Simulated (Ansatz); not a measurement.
Molecule: methylselanylmethylselanylethane, C4H10Se2, net charge 0, singlet state. SMILES: CC[Se]C[Se]C
Coordinates optimised at B3LYP-D3(BJ)/def2-TZVP (Ansatz, a first-principles code):
```xyz
16

C     -3.2898     1.0935    -0.2967
C     -1.8264     0.9364    -0.6722
Se    -1.2376    -0.9256    -0.3751
C      0.6692    -0.6260    -0.6737
Se     1.5036     0.3232     0.8368
C      3.1798     0.8060    -0.0702
H     -3.4531     0.8681     0.7581
H     -3.6151     2.1206    -0.4765
H     -3.9288     0.4345    -0.8872
H     -1.6574     1.1689    -1.7230
H     -1.1831     1.5676    -0.0619
H      0.8073    -0.0435    -1.5820
H      1.1239    -1.6057    -0.7932
H      3.7685     1.3782     0.6441
H      3.7271    -0.0890    -0.3569
H      2.9701     1.4214    -0.9426
```
Charge 0, spin multiplicity 1.

Property: atomisation energy (electronic, to ground-state atoms), in kcal/mol. Valence correlation only, unless marked. UHF or UKS for open shells. No spin-orbit coupling. The frozen core is the preceding noble-gas configuration, with the filled d and f shells of earlier blocks. No relativistic terms. The coupled-cluster limit lacks core correlation, which all-electron functionals hold. CBS marks a two-point X^-3 extrapolation of the correlation energy; Hartree-Fock from the larger set.

```
level                program  atomisation energy (kcal/mol)
-------------------  -------  -----------------------------
BLYP/def2-TZVPD       Ansatz                         1353.2
wB97X/def2-TZVPD      Ansatz                         1375.3
MP2/aug-cc-pVDZ       Ansatz                         1302.4
MP2/cc-pVTZ           Ansatz                         1354.5
SCS-MP2/aug-cc-pVTZ   Ansatz                         1360.8
```

Q: What does CCSD(T)/CBS(cc-pVTZ,cc-pVQZ) (Ansatz) give?

A: 1376.9 kcal/mol, so SCS-MP2/aug-cc-pVTZ differs from it by -16.1 kcal/mol.
